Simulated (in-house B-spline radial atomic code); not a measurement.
A fraction x of an electron is removed from 3d in Ti IV (Ti3+), starting from [Ar] 3d1 and keeping the highest spin. All numbers are computed (scalar-relativistic (X2C) r2SCAN0, spin-polarised, spherical fractional occupations; Fermi nucleus of rms radius 3.5921 fm) with a radial B-spline atomic code at the basis-set limit, not measured.

Caution: exact exchange at fractional occupations of open shells leaves self-interaction of up to several eV.

```
   x  E(x) - E(0) (eV)  3d up level (eV)
   0            0.0000           -33.600
0.04            1.3558           -34.189
 0.2            7.0161           -36.574
0.36           13.0618           -39.005
0.45           16.6346           -40.393
 0.5           18.6736           -41.169
0.51           19.0861           -41.325
0.74           29.0064           -44.952
0.82           32.6537           -46.231
0.98           40.2568           -48.811
   1           41.2362                 -
```

The exact functional would give a straight line between the two integer points. Deviations E(x) - E(0) - x[E(1) - E(0)], in eV: -0.294 at x = 0.04, -1.231 at x = 0.2, -1.783 at x = 0.36, -1.922 at x = 0.45, -1.944 at x = 0.5, -1.944 at x = 0.51, -1.508 at x = 0.74, -1.16 at x = 0.82, -0.155 at x = 0.98.

The curve lies below the straight line by up to 1.944 eV (at x = 0.5): convex, the delocalisation error, to which spherically averaged exact exchange adds.

Question: How well does Slater's transition state (minus the level at half occupation) give the ionisation energy?

Answer: It gives 41.169 eV against 41.236 eV from the two total energies; NIST lists 43.27 eV, ground level to ground level. The end point has an open shell averaged over its orbitals, so its exact exchange keeps a self-interaction and this is no true integer point.
